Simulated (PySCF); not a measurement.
Delta-SCF ions had no search for a lower state. Excitations are Tamm–Dancoff values on a coarser integration grid. The basis has no diffuse functions, so Rydberg states are missing or too high.

**C4H4BFO, SMILES `Bc1ccoc1F` (charge 0, multiplicity 1)**

Computed with PySCF with M06-2X/def2-TZVP // B3LYP-D3(BJ)/def2-SVP.

```
Item                                                                         Result
-------------------------------------------  --------------------------------------
HOMO                                                                       -8.21 eV
dipole moment                                                                1.88 D
HOMO–LUMO gap                                                               7.37 eV
LUMO                                                                       -0.84 eV
S1 excitation (TDA)                                                         5.21 eV
S1 oscillator strength                                                        0.125
brightest of the four lowest singlets (TDA)                                 6.53 eV
T1 excitation (TDA)                                                         3.68 eV
S1–T1 gap (TDA)                                                             1.52 eV
vertical ionisation energy (Delta-SCF)                                      9.29 eV
total energy                                                           -354.7065 Ha
cost                                         about 30 core-minutes (a rough figure)
```

```xyz
11

B      1.9519    -0.0890    -0.0842
C      0.4374     0.0177    -0.0153
C     -0.5934    -1.0109    -0.0872
C     -1.7978    -0.4005     0.0253
O     -1.6142     0.9676     0.1667
C     -0.3066     1.1725     0.1385
F      0.0602     2.4184     0.2593
H      2.6350     0.9011    -0.0024
H      2.4765    -1.1669    -0.2200
H     -0.4178    -2.0777    -0.2097
H     -2.8312    -0.7322     0.0290
```
Charge 0, spin multiplicity 1.
